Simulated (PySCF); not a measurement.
Geometry:
```
atom   x (Å)   y (Å)   z (Å)
  C1  -1.793   1.014  -0.103
  C2  -2.281  -0.254  -0.086
  C3  -1.516  -1.414   0.096
  C4  -0.093  -1.570   0.304
  C5   0.818  -0.460   0.347
  C6   1.682   0.383   0.402
  C7   2.674   1.411   0.461
  H8  -0.744   1.225   0.027
  H9  -2.455   1.853  -0.249
 H10  -3.345  -0.401  -0.222
 H11  -2.064  -2.351   0.085
 H12   0.268  -2.296  -0.448
 H13   0.029  -2.163   1.230
 H14   2.260   2.321   0.895
 H15   3.033   1.635  -0.545
 H16   3.519   1.076   1.061
```

Total charge +1.

Geometry: GFN2-xTB; GIAO absolute shieldings from PySCF, gas phase, non-relativistic, averaged over equivalent atoms.

At PBE0/3-21G (81 basis functions, 9.1 s wall time on 1 thread of an AMD EPYC 9R14, shared host):
```
      atoms  σ (ppm)
         C3     -2.8
         C1     36.2
         C2     79.9
         C6     97.4
         C5    128.5
         C4    165.8
         C7    200.8
         H8    21.34
        H11    22.22
         H9    23.42
        H10    24.46
    H12/H13    27.54
H14/H15/H16    30.44
```

Task: Predict the values at PBE0/pcSseg-1 on the same geometry.

Result: 
```csv
atoms,σ at PBE0/pcSseg-1,change
C3,-61.6,-58.8
C1,-13.9,-50.1
C2,38.3,-41.6
C6,53.7,-43.7
C5,94.5,-34.0
C4,138.6,-27.2
C7,179.9,-20.9
H8,19.88,-1.46
H11,20.92,-1.30
H9,22.20,-1.22
H10,23.34,-1.12
H12/H13,26.07,-1.47
H14/H15/H16,28.95,-1.49
```

The largest change is at C3 (carbocation centre). Cost: 164 basis functions, 19 s wall time on 1 thread of an AMD EPYC 9R14, shared host. The order of the carbon signals is the same at both levels.
